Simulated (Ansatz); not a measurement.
A nudged elastic band was laid between two geometries of C2H6GeO (10 atoms, charge 0, multiplicity 1).

All numbers below come from Ansatz, RKS PBE/def2-SVP.

```
movable images  : 5
climbing image  : yes
spring          : 5.0 eV/Å²
optimiser       : quadratic models (default)
start path      : through a guess of the saddle point
force threshold : 0.05 eV/Å
iteration limit : 60
end points      : relaxed
```

First end point:

```xyz
10
Properties=species:S:1:pos:R:3
C 0.352 1.447 0.028
Ge -0.633 -0.175 -0.469
C 0.307 -1.704 0.472
O 1.120 -1.489 1.349
H -0.322 2.315 0.156
H 0.868 1.233 0.986
H 1.115 1.690 -0.736
H -2.103 -0.153 0.044
H -0.670 -0.443 -2.002
H 0.049 -2.772 0.176
```

Last end point:

```xyz
10
Properties=species:S:1:pos:R:3
C 0.324 1.453 0.063
Ge -0.705 -0.165 -0.355
C 0.420 -1.721 0.294
O 1.372 -1.537 1.026
H 0.928 1.767 -0.810
H -0.332 2.289 0.370
H 1.011 1.195 0.894
H -2.055 -0.221 0.419
H -1.019 -0.336 -1.870
H 0.137 -2.775 -0.029
```

Problem. Which bonds break or form, and what moves?

Solution. No bond is made or broken. The dihedral H5–C1–Ge2–C3 goes from -144 to 95°. The two ends are copies of one structure, up to a mirror image or an exchange of like atoms.

Problem. What energy profile does the band end with?

Solution. The run converged. The highest image is number 2 of 0 to 6, 0.006 eV above the ends, which have the same energy within 2 meV. The top lies less than 8 meV above the higher end, about what the thresholds resolve: the motion is nearly free. A vibrational analysis at the climbing image gives one clearly imaginary mode, 56i cm⁻¹: a first-order saddle point.

| image | path coordinate (Å) | energy (eV) | dihedral H5–C1–Ge2–C3 (°) |
| --- | --- | --- | --- |
| 0 | 0.00 | 0.000 | -144 |
| 1 | 0.62 | 0.004 | -165 |
| 2 | 1.23 | 0.006 | 177 |
| 3 | 1.85 | 0.002 | 156 |
| 4 | 2.46 | 0.001 | 135 |
| 5 | 3.07 | 0.001 | 114 |
| 6 | 3.69 | 0.000 | 95 |

Problem. What is the geometry of the highest image?

Solution. 
```xyz
10
Properties=species:S:1:pos:R:3
C 0.323 1.458 0.060
Ge -0.645 -0.179 -0.419
C 0.352 -1.729 0.418
O 1.396 -1.559 1.014
H -0.141 2.347 -0.409
H 0.319 1.586 1.160
H 1.374 1.376 -0.277
H -2.112 -0.177 0.104
H -0.694 -0.402 -1.960
H -0.089 -2.773 0.312
```

Time of the run: 2.5 min on 2 threads of AMD EPYC 9R14 (Zen 4) (shared host), peak memory 0.16 GiB.
